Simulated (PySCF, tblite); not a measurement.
Isomers of C9H11OP, one GFN2-xTB conformer each. Single-point energies are computed at PBE0/pcSseg-1 (PySCF, gas phase, no added dispersion term), electronic only.

Question: Rank them by PBE0/pcSseg-1 energy, lowest first (kJ/mol).
A. `[O:1]=[P@H:2]1[CH2:3][C@@H:4]([c:5]2[cH:6][cH:7][cH:8][cH:9][cH:10]2)[CH2:11]1` with C3–C4–C5–C6 56°, O1–P2–C3–C4 134°, P2–C3–C4–C5 -138°, C3–C4–C11–P2 15°, O1–P2–C11–C4 -134°
B. `[CH3:1][c:2]1[cH:3][c:4]([CH:5]=[O:6])[c:7]([CH3:8])[p:9][c:10]1[CH3:11]` with C3–C4–C5–O6 1°
C. `[CH2:1]=[CH:2][CH:3]1[CH:4]=[CH:5][P:6]([C:7]([CH3:8])=[O:9])[CH:10]=[CH:11]1` with C1–C2–C3–C4 -120°, C5–P6–C7–C8 -50°, C2–C3–C4–C5 -81°, C4–C5–P6–C7 -133°, C5–P6–C10–C11 32°, C2–C3–C11–C10 80°
D. `[CH3:1][O:2][c:3]1[cH:4][c:5]([CH:6]2[CH2:7][CH2:8]2)[cH:9][cH:10][p:11]1` with C1–O2–C3–C4 -179°, C4–C5–C6–C7 -143°
E. `[CH3:1][O:2]/[CH:3]=[P:4]\[c:5]1[cH:6][cH:7][cH:8][cH:9][c:10]1[CH3:11]` with C1–O2–C3–P4 177°, C3–P4–C5–C6 67°
F. `[OH:1][CH2:2][P:3]1[CH2:4][c:5]2[cH:6][cH:7][cH:8][cH:9][c:10]2[CH2:11]1` with H–O1–C2–P3 62°, O1–C2–P3–C4 71°, C2–P3–C4–C5 77°, P3–C4–C5–C6 -165°, C9–C10–C11–P3 165°, C2–P3–C11–C10 -77°
G. `[CH2:1]=[CH:2][C:3]1=[C:4]([CH3:5])[CH:6]=[CH:7][P@:8]1(=[O:9])[CH:10]=[CH2:11]` with C1–C2–C3–C4 173°, C7–P8–C10–C11 129°

Answer: F (0.0), A (9.6), B (29.9), E (126.1), D (138.9), G (163.9), C (199.3).

As drawn, the lowest has an aromatic ring and an O–H bond, which the highest lacks; the highest has a C=O bond and a C=C bond outside aromatic rings, which the lowest lacks. Neighbours under 10 kJ/mol apart (OCP1Cc2ccccc2C1 and O=[P@H]1C[C@@H](c2ccccc2)C1) can change places with a better method, another conformer or zero-point energy. GFN2-xTB itself gives, in the same order: 86.5, 0.0, 156.2, 195.6, 186.0, 183.7, 313.1. GFN2-xTB puts O=[P@H]1C[C@@H](c2ccccc2)C1 lowest instead; measured from each level's own lowest isomer, the values differ by up to 126.3 kJ/mol (Cc1cc(C=O)c(C)pc1C: 156.2 against 29.9).

Which frontier levels, dipoles and rotational constants go with these structures?

| SMILES | HOMO (eV, PBE0/pcSseg-1) | LUMO (eV) | dipole (D) | A, B, C (MHz) |
| --- | --- | --- | --- | --- |
| OCP1Cc2ccccc2C1 | -6.83 | -0.31 | 1.01 | 1909, 664.5, 603.7 |
| O=[P@H]1C[C@@H](c2ccccc2)C1 | -7.21 | -0.51 | 4.07 | 2909, 488.8, 452.8 |
| Cc1cc(C=O)c(C)pc1C | -7.06 | -2.11 | 2.25 | 1367, 816.7, 516.2 |
| CO/C=P\c1ccccc1C | -6.24 | -1.06 | 2.87 | 1403, 716.1, 587.2 |
| COc1cc(C2CC2)ccp1 | -6.37 | -1.14 | 1.11 | 2234, 555.6, 462.4 |
| C=CC1=C(C)C=C[P@]1(=O)C=C | -6.40 | -2.05 | 4.34 | 1403, 887.5, 674.8 |
| C=CC1C=CP(C(C)=O)C=C1 | -6.37 | -0.86 | 2.70 | 2389, 576.1, 526.8 |

What happens when harmonic zero-point energies from GFN2-xTB frequencies are added?

```
                     SMILES  ZPE (kJ/mol)  electronic (kJ/mol)  with ZPE (kJ/mol)
            OCP1Cc2ccccc2C1         455.9                  0.0                0.0
O=[P@H]1C[C@@H](c2ccccc2)C1         455.2                  9.6                8.8
         Cc1cc(C=O)c(C)pc1C         453.3                 29.9               27.3
           CO/C=P\c1ccccc1C         452.2                126.1              122.3
          COc1cc(C2CC2)ccp1         458.4                138.9              141.3
  C=CC1=C(C)C=C[P@]1(=O)C=C         444.8                163.9              152.8
      C=CC1C=CP(C(C)=O)C=C1         447.1                199.3              190.5
```

The zero-point energies span 13.6 kJ/mol. The order is unchanged.
